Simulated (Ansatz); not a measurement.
Basis-set extrapolation for `FCC(F)OC(F)F` (PBE0-D4/def2-TZVP geometry, frozen core, Ansatz). Multiplicity 1, RHF reference.

```
                      def2-TZVPP   def2-QZVPP
                 HF  -588.805385  -588.831040
    MP2 correlation    -1.714098    -1.862605
CCSD(T) correlation    -1.796176      not run
```

Energies in hartree. Use E(X) = E(∞) + A·exp(−7.88·√X) for Hartree–Fock and E(X) = E(∞) + B·X^(−2.97) for correlation, with X = 3 and 4, and add CCSD(T) minus MP2 of the smaller set to the MP2 limit.

What is the CCSD(T) energy at the basis-set limit?

HF limit: -588.831040 + (-0.025655) × 0.13774 = -588.83457. MP2 limit: -1.862605 + (-0.148507) × 0.74074 = -1.97261. Higher-order term: -1.796176 − (-1.714098) = -0.08208. Total: -590.88926 hartree, 7.83 eV below CCSD(T)/def2-TZVPP.
